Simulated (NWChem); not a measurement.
Polarisability of boron oxyfluoride (BFO)

SMILES: O=BF
```xyz
3

F      0.0000     0.0000    -1.1962
B      0.0000     0.0000     0.0865
O      0.0000     0.0000     1.2917
```
Charge 0, spin multiplicity 1.

All runs are NWChem calculations. Structure: optimised with PBE0/def2-SVP, a minimum by its harmonic frequencies.

Basis set: def2-SVPD. The field's frequency is 0.0773 Ha (589 nm).

The correlated methods keep 3 core orbitals frozen. B3LYP has NWChem's definition, with VWN1-RPA local correlation. Coupled-cluster values serve here as a point of comparison, not as the truth.

| method | isotropic polarisability (bohr³) |
|---|---|
| CCSD linear response | 17.19 |
| B3LYP | ___ |
| HF | ___ |
| LDA (SVWN5) | 17.66 |
| PBE | 17.80 |

**Question.** Fill in the missing entries.

**Answer.** 
- B3LYP, isotropic polarisability (bohr³): 16.99
- HF, isotropic polarisability (bohr³): 14.81
